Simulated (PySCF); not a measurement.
Planning a geometry optimisation on `COc1cnc(B(C)C)cn1`.

Method: PBE0-D3(BJ)/def2-SVP geometry optimisation, gas phase (PySCF 2.14.0). Work: geometry optimisation from a GFN2-xTB start, density fitting. The input is one job of a driver script: a line of settings, then coordinates in Å.

Input:
```
{"job": {"xc": "PBE0", "basis": "def2-SVP", "d3": "d3bj", "grid": 2, "kind": "geom"}, "charge": 0, "multiplicity": 1}
C      4.193818     0.577494     0.085420
O      3.391111    -0.519638    -0.313628
C      2.071178    -0.365427    -0.173181
C      1.209820    -1.412072    -0.557206
N     -0.086685    -1.304460    -0.440392
C     -0.614496    -0.166051     0.062234
B     -2.173754    -0.077765     0.203480
C     -2.850612     1.269763     0.663663
C     -3.019355    -1.362668    -0.111927
C      0.263789     0.852933     0.430895
N      1.584049     0.764762     0.318143
H      3.910708     1.478652    -0.462219
H      5.219717     0.297435    -0.143009
H      4.079734     0.767453     1.154862
H      1.607751    -2.332315    -0.961647
H     -2.359530     1.717242     1.525798
H     -2.779923     2.005197    -0.138365
H     -3.905372     1.161311     0.902896
H     -4.059282    -1.161539    -0.357667
H     -3.022969    -1.998806     0.774487
H     -2.577723    -1.962368    -0.903041
H     -0.092386     1.790253     0.836417
```

Hardware: one thread of an Arm Neoverse V2, shared host with 32 logical CPUs at a one-minute load of 22. PySCF's memory limit was set to 1600 MB.

**Question.** How large is the basis?

**Answer.** 209 functions.

**Question.** What wall time should be expected on this hardware?

**Answer.** About 4.7 min. The run took 13 energy-and-gradient evaluations and 91 SCF cycles, 22 s an evaluation on average.

**Question.** How much memory does it need at the peak?

**Answer.** About 1.0 GiB. Peak memory is the resident size of the whole Python process, interpreter and libraries included.

**Question.** At this speed, how long would 20000 such jobs take on 8 cores, one job a core?

**Answer.** 20000/8 gives 2500 rounds of 4.7 min, about 200 h of wall time and 1600 core-hours, if the jobs don't slow each other.

The output:
```
step   0  E = -482.05018619  max force = 0.010003
step   1  E = -482.05241459  max force = 0.002557
step   2  E = -482.05244647  max force = 0.002342
step   3  E = -482.05251160  max force = 0.001245
step   4  E = -482.05254918  max force = 0.000898
step   5  E = -482.05261250  max force = 0.000963
step   6  E = -482.05268611  max force = 0.001430
step   7  E = -482.05271907  max force = 0.000684
step   8  E = -482.05273881  max force = 0.000496
step   9  E = -482.05275370  max force = 0.000547
step  10  E = -482.05276678  max force = 0.000623
step  11  E = -482.05277626  max force = 0.000646
step  12  E = -482.05278292  max force = 0.000446
optimisation converged
```

Energies in Eh; «max force» is the largest Cartesian gradient component in Eh/bohr.

Other jobs ran on the host; a repeat could differ by tens of per cent or more.

The run converged: final energy -482.05278 Eh after 12 steps; dipole 2.01 D.
